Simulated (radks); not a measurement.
Problem. All-electron atom: Nd3+ in [Xe] 4f2.75 5f0.25 (fractional occupations, a model configuration). Method: scalar-relativistic Kohn-Sham, BLYP, spin-polarised, spherical densities, point nucleus; open shells are filled with parallel spins first (spin-orbit coupling, left out, can overturn this in heavy ions); computed with a radial shooting solver on a logarithmic mesh with Libxc functionals. Some entries of the table are withheld. Estimate them.

orbital,occ.,eigenvalue (eV),<1/r> (bohr^-1),r(max) (bohr)
1s down,1,-43442.34,66.06,0.01510
1s up,1,-43442.34,66.06,0.01510
2s up,1,-7054.878,15.26,0.08549
2s down,1,-7054.867,15.26,0.08549
2p up,3,-6310.224,14.39,0.06892
2p down,3,-6310.217,14.39,0.06892
3s up,1,-1558.102,5.560,0.2438
3s down,1,-1557.253,5.563,0.2437
3p up,3,-1323.326,5.254,0.2388
3p down,3,-1322.482,5.256,0.2387
3d up,5,-997.4627,4.986,0.1961
3d down,5,-996.8070,4.988,0.1960
4s up,1,-337.7911,2.333,0.5646
4s down,1,-335.4889,2.333,0.5644
4p up,3,-260.7003,2.151,0.5891
4p down,3,-258.4006,2.151,0.5889
4d up,5,-151.0755,1.886,0.6168
4d down,5,-148.7992,1.885,0.6165
5s up,1,-69.9273,0.9332,1.294
5s down,1,-68.6793,0.9252,1.300
5p up,3,-50.1419,0.8052,1.449
5p down,3,-49.1830,0.7964,1.459
4f up,2.75,-34.3112,1.363,0.6462
4f down,0,-32.2966,1.348,0.6474
5d up,0,-25.6437,0.5741,1.893
5d down,0,-25.1642,0.5646,1.916
6s up,0,-22.6540,(1),3.030
6s down,0,-22.4316,(2),3.059
6p up,0,-17.7589,(3),3.535
5f up,0.25,-10.4458,0.2747,4.002

Solution. 
(1) 6s up <1/r> (bohr^-1): 0.3947
(2) 6s down <1/r> (bohr^-1): 0.3925
(3) 6p up <1/r> (bohr^-1): 0.3381
